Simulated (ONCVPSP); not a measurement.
# u(r) = r·R(r): atom against pseudo-atom (Al)

Columns: radius, all-electron u(r) and pseudo u(r) of the 3p shell (level -5.68 eV) of aluminium in the configuration [Ne] 3s2 3p0.5; PBEsol, scalar-relativistic, ONCV scheme, ONCVPSP 4.0.1.

```tsv
r (bohr)	all-electron	pseudo
0.110	-0.0924	0.0031
0.220	-0.1949	0.0123
0.330	-0.2360	0.0275
0.440	-0.2233	0.0485
0.550	-0.1754	0.0748
0.660	-0.1083	0.1058
0.770	-0.0322	0.1408
0.880	0.0460	0.1789
0.990	0.1221	0.2193
1.100	0.1939	0.2612
1.210	0.2599	0.3037
1.320	0.3197	0.3460
1.430	0.3730	0.3874
1.540	0.4201	0.4269
1.650	0.4610	0.4636
1.760	0.4959	0.4965
1.870	0.5248	0.5249
1.980	0.5482	0.5482
2.090	0.5664	0.5664
2.200	0.5797	0.5797
2.310	0.5887	0.5887
2.420	0.5937	0.5937
2.530	0.5951	0.5951
2.640	0.5933	0.5933
2.750	0.5887	0.5887
2.860	0.5816	0.5816
```

Q: How many radial nodes do the two functions have?

A: The all-electron 3p function has n − l − 1 = 1; the pseudo-wave has 0, since the states of the same l below it are removed with the core.

Q: At about which radius was the pseudo-wave matched?

A: 2.00 bohr. The columns agree to 0.0005 from 1.87 bohr on; several derivatives are matched, so the curves merge somewhat inside the radius.

Q: Where does each function peak?

A: Outermost all-electron maximum near 2.53 bohr, pseudo maximum near 2.53 bohr (to the table’s step).

Q: Is the pseudo-wave norm-conserving?

A: Yes: the ONCV scheme keeps the norm inside the radius equal to the all-electron one, which fixes the energy derivative of the logarithmic derivative at the level.
